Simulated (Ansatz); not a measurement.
```yaml
crystal:
  periodic: [false, false, false]
  atoms:
    - {symbol: O, position_ang: [-0.705000, -0.805696, 2.980904]}
    - {symbol: C, position_ang: [-0.413572, -0.702870, 1.709050]}
    - {symbol: C, position_ang: [-0.149580, -0.709543, 0.536876]}
    - {symbol: C, position_ang: [0.170267, -0.642915, -0.868891]}
    - {symbol: Ga, position_ang: [0.394586, 1.216115, -1.533973]}
    - {symbol: H, position_ang: [-0.757515, 0.071381, 3.377051]}
    - {symbol: H, position_ang: [-0.606882, -1.109507, -1.486024]}
    - {symbol: H, position_ang: [1.098362, -1.178473, -1.101510]}
    - {symbol: H, position_ang: [0.209697, 2.434706, -0.562880]}
    - {symbol: H, position_ang: [0.759616, 1.426783, -3.050593]}
basis:
  gaussian: {orbitals: STO-3G}
hamiltonian: {xc: {name: SVWN5}}
```

```sh
$ ansatz run in.yaml --threads 4 --pin off --events-out ev --progress --plain --max-ram 10444MiB
```

Output, abridged:

```
Functional definition: SVWN5
532 factors; integrals over basis functions are off by at most 8.7e-5 eV
mean field evaluation 1: about -55444.7474 eV, gradient 3.2e2 eV
mean field evaluation 2: about -55607.7198 eV, gradient 2.3e2 eV
mean field evaluation 4: about -56626.0437 eV, gradient 1.4e2 eV
mean field evaluation 8: about -56735.7735 eV, gradient 1.1e2 eV
mean field evaluation 16: about -56797.7738 eV, gradient 1.4e1 eV
mean field evaluation 32: about -56798.9912 eV, gradient 1.3e-1 eV
mean field evaluation 64: about -56798.9755 eV, gradient 2.2e-1 eV
mean field evaluation 96: about -56798.8277 eV, gradient 3.1e0 eV
mean field evaluation 128: about -56798.8272 eV, gradient 3.1e0 eV
mean field -56798.99208018 eV, -2087.3244592071 hartree, gradient 1.5e-6 eV, S^2 0.000000; 12 other end points of the search recorded, 0 dependent functions left out
reference -56798.99210405 eV, -2087.3244600841 hartree; 31, 31 occupied and 12, 12 virtual orbitals, 532 factors
Total energy: -56798.99210405 eV, -2087.3244600841 hartree
```

It took 0.7 s on 4 threads of an AMD EPYC 9R45 on a shared host, with 0.47 GiB of host memory at the peak.
